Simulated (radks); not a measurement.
The numbers below are computed, except where a source is named.
The copper ion Cu3+, configuration [Ar] 3d7 4s0.5 4p0.5 (fractional occupations, a model configuration).

Level of theory: Dirac Kohn-Sham, PBE, spin-unpolarised, spherical densities, point nucleus; open shells are shared between the two j in proportion to 2j + 1 (a radial shooting solver on a logarithmic mesh with Libxc functionals).

Energy parts (Ry):
| part | energy |
|---|---|
| total | -3303.18878 |
| kinetic | 3360.89952 |
| electron-nucleus | -7857.65290 |
| Hartree | 1325.05702 |
| exchange-correlation | -131.49243 |

Orbitals (lengths in bohr, moments of r in powers of bohr; <r^-3> diverges for s and p1/2; r(90%) holds 90 % of the orbital's charge):
| orbital | occ. | eigenvalue (Ry) | <r^-3> | <r^2> | r(90%) |
|---|---|---|---|---|---|
| 1s1/2 | 2 | -654.5816 | - | 0.003656 | 0.0931 |
| 2s1/2 | 2 | -82.39028 | - | 0.06521 | 0.364 |
| 2p1/2 | 2 | -72.69636 | - | 0.05124 | 0.335 |
| 2p3/2 | 4 | -71.19122 | 684.6 | 0.05279 | 0.339 |
| 3s1/2 | 2 | -12.52201 | - | 0.5638 | 1.04 |
| 3p1/2 | 2 | -9.48770 | - | 0.6101 | 1.11 |
| 3p3/2 | 4 | -9.28770 | 91.66 | 0.6259 | 1.12 |
| 3d3/2 | 2.8 | -4.25974 | 9.892 | 0.8284 | 1.36 |
| 3d5/2 | 4.2 | -4.23366 | 9.677 | 0.8362 | 1.36 |
| 4s1/2 | 0.5 | -2.76854 | - | 4.496 | 2.91 |
| 4p1/2 | 0.166667 | -2.12288 | - | 5.893 | 3.35 |
| 4p3/2 | 0.333333 | -2.10197 | 9.660 | 6.002 | 3.38 |

The highest occupied level is 4p3/2 at -28.599 eV. The density falls to 0.001 e/bohr^3 at r = 3.33 bohr. Summed over all electrons, <r^2> = 16.37 bohr^2, which gives a Langevin (diamagnetic) susceptibility term of -13 x 10^-6 cm^3/mol.
